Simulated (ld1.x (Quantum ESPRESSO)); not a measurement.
# iridium (Ir), TM: configuration errors across variants

ld1.x (Quantum ESPRESSO) 7.5 input, shortened:

```
&input
   title='Ir', zed=77., rel=1, dft='PZ', iswitch=3,
   config='[Xe] 4f14 5d7 6s0.5 6p0'
 /
 &inputp
   pseudotype=2, tm=.true., lloc=0,
   nlcc=.true., rcore=0.85
 /
3
6P  2  1   0.00   0.00  2.50  2.50  0.0
5D  3  2   7.00   0.00  1.65  1.65  0.0
6S  1  0   0.50   0.00  2.40  2.40  0.0
 &test
   configts(1)='5d7 6s0.5 6p0'
 /
```

All-electron excitation energies from the reference (eV): (1) 5d7 6s2 6p0 -18.114; (2) 5d7 6s1 6p0 -7.929; (3) 5d7 6s0 6p0 9.921; (4) 5d6 6s0 6p0 40.763; (5) 5d8 6s1 6p0 -18.391; (6) 5d7 6s0 6p2 -6.924; (7) 5d7 6s0 6p1 -1.352; (8) 5d7 6s0.5 6p0 spin -1.533; (9) 5d7 6s2 6p0 spin -19.266.

Spin tests fill each open shell by Hund’s rule, majority spin first.

3 further variants failed, have other tests or another functional or relativity, and are left out.

A true bound ghost makes a file unfit for plane-wave use even where its test errors are small: the radial tests pick states by their node count and pass the ghost by.

Errors AE − PS in meV (a dash: test not solved or not reliable):

| change | (1) | (2) | (3) | (4) | (5) | (6) | (7) | (8) | (9) | bound ghosts |
| --- | --- | --- | --- | --- | --- | --- | --- | --- | --- | --- |
| base | -11 | +0.1 | -6.7 | -136 | -45 | -0.7 | -0.4 | +21 | -5.3 | none |
| type RRKJ; local potential all-electron potential smoothed inside 1.80 bohr (lloc = -2); rho0 0.005 | +16 | +3.5 | -5.6 | -77 | +25 | +0.7 | -0.6 | +28 | +33 | s |
| core correction a·sin(br)/r model core inside 1.34 bohr | -10 | +0.2 | -6.7 | -135 | -45 | -0.6 | -0.4 | +102 | +72 | none |
| wave 6s (bound): rc 2.40 bohr becomes 6s (bound): rc 2.08 bohr | -8.4 | +0.4 | -6.4 | -136 | -42 | -1.3 | -0.7 | +20 | -2.5 | none |
| wave 6p (bound): rc 2.50 bohr becomes 6p (bound): rc 3.18 bohr | -11 | +0.1 | -6.7 | -136 | -45 | -2.5 | -1.1 | +21 | -5.3 | none |
| local potential all-electron potential smoothed inside 2.10 bohr (lloc = -2) | -6.8 | +0.6 | -6.4 | -88 | -13 | +1.4 | -0.3 | +21 | -0.3 | none |
| wave 5d (bound): rc 1.65 bohr becomes 5d (bound): rc 2.30 bohr | -9.9 | +0.2 | -6.6 | -133 | -45 | -0.5 | -0.4 | +33 | +7.3 | none |

Task: Give the same row for: wave 5d (bound): rc 1.65 bohr becomes 5d (bound): rc 1.04 bohr.

Result: -11, +0.1, -6.7, –, -46, -0.8, -0.4, +15, -11; bound ghosts: none.
